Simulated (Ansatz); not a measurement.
(KCl)2 ring (K2Cl2), relaxed as a singlet with RKS PBE0-D4/def2-TZVP in Ansatz, starting from the GFN2-xTB geometry. Force threshold 0.02 eV/Å.

Start:

```
atom   x (Å)   y (Å)   z (Å)
  K1   1.902  -0.480  -0.395
 Cl2   0.570   1.455   0.979
  K3  -1.901   0.478   0.397
 Cl4  -0.570  -1.453  -0.981
```

Question: Estimate the energy that the relaxation releases and the steps that it takes.

Answer: 5.0 kcal/mol, in 4 steps; 6 s on 4 threads of Arm Neoverse V2 on a shared host. No frequencies were taken in this run, so the end may be a saddle point.

Question: Does the start keep its bonding and symmetry?

Answer: By distances, no bond broke or formed. The bond that changes most is Cl2–K3, from 2.72 to 2.88 Å (atoms count from 1). Point group D2h at the start, D2h at the end, both within 0.05 Å.

Question: Predict the relaxed structure.

Answer: 
Cartesian coordinates in Å:
```
K 1.865 -0.470 -0.388
Cl 0.652 1.662 1.120
K -1.865 0.469 0.389
Cl -0.652 -1.662 -1.121
```
Bond lengths (bridged metal pairs left out): 4 × Cl–K 2.88 Å.
